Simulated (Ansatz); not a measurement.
`[AlH3-][O+]([SiH3])[SiH3]`, one more setting.

```yaml
crystal:
  periodic: [false, false, false]
  atoms:
    - {symbol: Al, position_ang: [-0.029047, 1.474465, -1.119993]}
    - {symbol: O, position_ang: [0.128627, -0.137724, 0.053984]}
    - {symbol: Si, position_ang: [0.494076, 0.218324, 1.668710]}
    - {symbol: Si, position_ang: [-0.443831, -1.564577, -0.656306]}
    - {symbol: H, position_ang: [-1.216863, 0.886002, -2.021302]}
    - {symbol: H, position_ang: [-0.395079, 2.489674, 0.065118]}
    - {symbol: H, position_ang: [1.419167, 1.585903, -1.776081]}
    - {symbol: H, position_ang: [0.919134, -1.066612, 2.275064]}
    - {symbol: H, position_ang: [1.595747, 1.199450, 1.658517]}
    - {symbol: H, position_ang: [-0.718743, 0.729041, 2.339786]}
    - {symbol: H, position_ang: [-1.920874, -1.550731, -0.652884]}
    - {symbol: H, position_ang: [0.065253, -2.665809, 0.196842]}
    - {symbol: H, position_ang: [0.122930, -1.632008, -2.016656]}
basis:
  gaussian: {orbitals: def2-TZVPP}
hamiltonian: {xc: {name: revPBE}, dispersion: d3bj}
```

```sh
$ ansatz run in.yaml --threads 2 --pin off --events-out ev --progress --plain --max-ram 20480MiB --backend cpu
```

Output, abridged:

```
Functional definition: revPBE
1527 factors; their error is unknown
mean field evaluation 1: about -24537.3889 eV, gradient 5.7e1 eV
mean field evaluation 2: about -24516.8231 eV, gradient 1.2e2 eV
mean field evaluation 4: about -24543.2250 eV, gradient 3.0e0 eV
mean field evaluation 8: about -24543.2508 eV, gradient 3.9e-2 eV
mean field -24543.21387681 eV, -901.9464739848 hartree, gradient 7.8e-5 eV, S^2 0.000000; 0 other end points of the search recorded, 0 dependent functions left out
reference -24543.21394800 eV, -901.9464766012 hartree; 29, 29 occupied and 254, 254 virtual orbitals, 1527 factors
Total energy: -24543.95423235 eV, -901.9736815493 hartree
```

Hardware: 2 threads of a server CPU on a shared host. Wall time 3.4 s, peak host memory 0.6 GiB.
